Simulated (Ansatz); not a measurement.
C3H8Si, charge -1, doublet, geometry from GFN2-xTB (a state made from the parent by changing its charge; the spin is typed, not shown lowest) (a gas-phase anion, which may not be bound at this level); R2SCAN/6-31G run with Ansatz (a program for electronic structure).

Here is a job for Ansatz.
Ansatz 0.2 input:
```yaml
crystal:
  periodic: [false, false, false]
  atoms:
    - {symbol: C, position_ang: [0.87358950, 0.23056578, 1.03905851]}
    - {symbol: C, position_ang: [1.00653027, -0.63700799, -0.20517026]}
    - {symbol: Si, position_ang: [-0.79415104, -0.26922189, -0.78421052]}
    - {symbol: C, position_ang: [-0.32092081, 1.09362873, 0.64932921]}
    - {symbol: H, position_ang: [1.78597706, 0.79240566, 1.30870886]}
    - {symbol: H, position_ang: [0.61716901, -0.39661291, 1.90276145]}
    - {symbol: H, position_ang: [1.77312593, -0.24608686, -0.88426003]}
    - {symbol: H, position_ang: [1.29036866, -1.67518887, 0.01645795]}
    - {symbol: H, position_ang: [-1.85756528, -0.97356403, -0.00238474]}
    - {symbol: H, position_ang: [-0.87099019, -1.22873330, -2.01722684]}
    - {symbol: H, position_ang: [0.01757697, 2.06345240, 0.26107420]}
    - {symbol: H, position_ang: [-0.99274117, 1.31031528, 1.49451183]}
basis:
  gaussian:
    orbitals: 6-31G
hamiltonian:
  xc: r2scan
total_charge: -1
magnetization: {spin_polarized: true, initial_magnetization: 1}
```

The log (banner, timings and long lists left out):

```
Functional definition: r2SCAN
777 factors; integrals over basis functions are off by at most 1.8e-4 eV
mean field evaluation 1: about -11109.2503 eV, gradient 2.2e1 eV
mean field evaluation 2: about -11106.7188 eV, gradient 3.1e1 eV
mean field evaluation 4: about -11111.9399 eV, gradient 6.6e-1 eV
mean field evaluation 8: about -11111.9292 eV, gradient 3.9e-2 eV
mean field evaluation 16: about -11111.9292 eV, gradient 4.1e-5 eV
mean field -11111.92917583 eV, -408.3558652755 hartree, gradient 4.1e-5 eV, S^2 0.753632; 0 other end points of the search recorded, 0 dependent functions left out
reference -11111.92918678 eV, -408.3558656780 hartree; 21, 20 occupied and 35, 36 virtual orbitals, 777 factors
Total energy: -11111.92918678 eV, -408.3558656780 hartree
```
